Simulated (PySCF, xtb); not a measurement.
Te(I)(SMe) (CH3ISTe), SMILES CS[Te]I. Other conformers were not sampled.

Harmonic wavenumbers (cm⁻¹) from GFN2-xTB in xtb at its own minimum, in rising order: 50, 101, 142, 183, 233, 368, 710, 946, 948, 1324, 1443, 1454, 3026, 3034, 3054.

**Question.** What does PySCF with B3LYP-D3(BJ)/def2-SVP give at its own minimum? (Estimate from the structure and the level; the computed values follow.)

**Answer.** 53, 105, 156, 185, 197, 354, 687, 959, 961, 1325, 1436, 1451, 3041, 3146, 3164. Paired by order, the mean absolute difference is 25 cm⁻¹ and the zero-point energies are 24.3 and 24.6 kcal/mol.
